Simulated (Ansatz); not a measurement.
`CC[Si]1(F)C=N1` → `F[SiH]1C=N1` + `C=C` at 600 K and 1 bar (β-hydride elimination).

Calculated with Ansatz (gas phase, PBE0-D4/def2-TZVP geometries, no zero-point term in ΔE). CCSD(T)/CBS adds triple-zeta CCSD(T) − MP2 to the extrapolated MP2 energy (def2 sets, frozen cores). This one scheme is used for every species. One conformer a species, not always the lowest.

```tsv
species	CCSD(T)/CBS energy (Eh)	H − E (kJ/mol)	S (J/(mol·K))
`CC[Si]1(F)C=N1`	-561.36525	298.5	452.5
`F[SiH]1C=N1`	-482.82660	119.5	338.2
`C=C`	-78.48111	161.6	257.2
```

H − E and S are ideal-gas, rigid-rotor, harmonic terms from PBE0-D4/def2-TZVP, for one conformer and one mirror image of each species. 1 Eh = 2625.50 kJ/mol, R = 8.31446 J/(mol·K).

Task: By hand: ΔE, ΔH, ΔS and ΔG.

Result: ΔE = (-482.82660) + (-78.48111) − (-561.36525) = 0.05754 Eh = 151.1 kJ/mol. Δ(H − E) = 119.5 + 161.6 − 298.5 = -17.4, so ΔH = 133.7 kJ/mol. ΔS = 338.2 + 257.2 − 452.5 = 142.9 J/(mol·K). ΔG = 133.7 − 600 × (142.9)/1000 = 48.0 kJ/mol.

Task: By hand: the equilibrium constant, and the temperature at which ΔG would vanish if ΔH and ΔS stayed fixed.

Result: log₁₀ K = −ΔG/(RT ln 10) = -4.2. ΔG = 0 at ΔH/ΔS = 936 K.

The number of gas molecules changes by +1, which sets the sign of ΔS. A doubt of 5 kJ/mol in ΔE shifts log₁₀ K by 0.4 here. Other conformers and mirror images would add mixing entropy, several J/(mol·K) or more a flexible species. These are equilibria of isolated gas molecules and say nothing of rates. Largest T1 diagnostic: 0.014 (customary marks: 0.02 for closed shells, 0.045 for open ones).
